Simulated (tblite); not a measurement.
C5H12N2Si.
Numbering: `[H]/[N:8]=[CH:7]/[C@H:5]([N:3]([CH:2]=[CH2:1])[SiH3:4])[CH3:6]` (hydrogens: H9, H10 on C1; H11 on C2; H12, H13, H14 on Si4; H15 on C5; H16, H17, H18 on C6; H19 on C7; H20 on N8)

Geometry (GFN2-xTB, Å), atoms numbered from 1 in this order:
```xyz
20
C5H12N2Si angstrom
C     -0.7912    2.0379    0.0586
C     -1.3809    0.8498    0.0086
N     -0.7956   -0.3969   -0.1014
Si    -1.7207   -1.8549    0.0471
C      0.6533   -0.4884   -0.0917
C      1.2562   -0.2472    1.2922
C      1.2709    0.3716   -1.1593
N      2.4474    0.7928   -1.0536
H      0.2742    2.1787    0.0367
H     -1.3892    2.9292    0.1177
H     -2.4610    0.7959    0.0360
H     -1.1167   -2.8114   -0.8832
H     -1.6831   -2.3999    1.4104
H     -3.0892   -1.5163   -0.3282
H      0.8996   -1.5185   -0.3882
H      2.3381   -0.2233    1.2070
H      0.9572   -1.0420    1.9708
H      0.9141    0.7022    1.6933
H      0.6161    0.5249   -2.0291
H      2.7954    1.3265   -1.8467
```

Computed with GFN2-xTB (tblite): harmonic, unscaled wavenumbers at the GFN2-xTB geometry, gas phase. This tight-binding method is rough: wavenumbers can miss measured ones by several per cent, in bad cases by 10 to 20. Modes of hydrogen on silicon can be 10 to 20 % off. One conformer, not necessarily the lowest.

Harmonic wavenumbers (cm⁻¹): 43.3, 78.7, 117.4, 154.3, 176.4, 189.6, 221.6, 244.9, 272.7, 388.2, 425.6, 470.4, 549.5, 573.2, 605.8, 645.1, 698.2, 757.1, 790.3, 797.9, 817.0, 830.0, 895.9, 977.6, 998.1, 1016.2, 1049.8, 1069.4, 1120.7, 1126.7, 1199.9, 1251.1, 1278.7, 1303.2, 1343.2, 1363.0, 1388.6, 1422.4, 1475.0, 1491.3, 1702.0, 1734.9, 2207.4, 2248.1, 2297.0, 2833.5, 2871.4, 3039.8, 3054.1, 3060.8, 3064.7, 3126.7, 3151.4, 3340.2.

A = 2443, B = 1215, C = 1013 MHz; mass 128.077 u (most abundant isotopes); point group C1, symmetry number 1.

Problem. What is the zero-point energy?

Solution. ½Σν̃ = 34675 cm⁻¹ = 414.80 kJ/mol.

Problem. What is S at 400 K and 1 bar for an ideal gas of classical rigid rotors and harmonic oscillators?

Solution. Translation 175.48, rotation 125.25, vibration 179.02: S = 479.8 J/(mol K).

Problem. And Cp and H(400 K) − H(0)?

Solution. Cp = 217.29 J/(mol K), of which vibrations give 184.03 (their classical limit is 54 R = 449.0); H(400 K) − H(0) = 50.89 kJ/mol without the zero-point energy, 37.59 from vibrations.

Problem. How do the functions run with temperature in this model?

Solution. 
```tsv
T (K)	S (J/(mol K))	Cp (J/(mol K))	H − H(0) (kJ/mol)	G − H(0) (kJ/mol)	ln q(vib)
50	244.2	55.1	2.08	-10.13	0.51
100	291.4	83.0	5.57	-23.57	1.73
298.15	422.5	173.4	30.94	-95.03	7.34
373.15	465.0	206.3	45.20	-128.33	9.47
500	532.3	253.9	74.50	-191.64	13.04
750	648.9	320.6	146.94	-339.71	19.79
1000	747.5	364.4	232.93	-514.58	26.05
```

q(vib) and H(0) count from the zero-point level.

Problem. Blend soft modes into free rotors: weight 1/[1 + (100 cm⁻¹/ν̃)⁴] for the oscillator and the rest for a rotor with moment μB/(μ + B), μ = h/(8π²ν), B = 10⁻⁴⁴ kg m². What vibrational entropy results?

Solution. 167.19 J/(mol K) in place of 179.02, which changes −T·S at 400 K by +4.73 kJ/mol.

Problem. What must be added to the electronic energy to get the Gibbs energy at 400 K and 1 bar?

Solution. ZPE + [H(400 K) − H(0)] − T·S = 414.80 + 50.89 − 191.90 = 273.79 kJ/mol.

Hindered rotation and anharmonicity are outside this model. Other conformers, if any are populated, would add a mixing term that is left out. The structure is chiral; the term R ln 2 for an equal mix with its mirror image is left out.
